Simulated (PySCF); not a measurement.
Cl2Si, SMILES Cl[Si]Cl (connectivity only; charge and spin as stated), charge -1, multiplicity 2. Atoms are numbered in the order given.

```xyz
3

Si     0.0000     0.0000     1.0450
Cl     0.0000    -1.7030    -0.4303
Cl     0.0000     1.7030    -0.4303
```
Charge -1, spin multiplicity 2.

Coordinates come from a PBE0-D3(BJ)/def2-SVPD optimisation. The multiplicity is an assumed one; other spin states were not compared. The isomer is the one that the SMILES or the coordinates give; other isomers of the formula were not compared.

All values below come from r2SCAN/def2-TZVPD (PySCF).

Mulliken values depend strongly on the basis, most of all with diffuse functions as here. Atomic charges (e):

| atom | meta-Löwdin | Mulliken | Mulliken spin |
|---|---|---|---|
| Si1 | -0.10 | -0.19 | 0.94 |
| Cl2 | -0.45 | -0.41 | 0.03 |
| Cl3 | -0.45 | -0.41 | 0.03 |
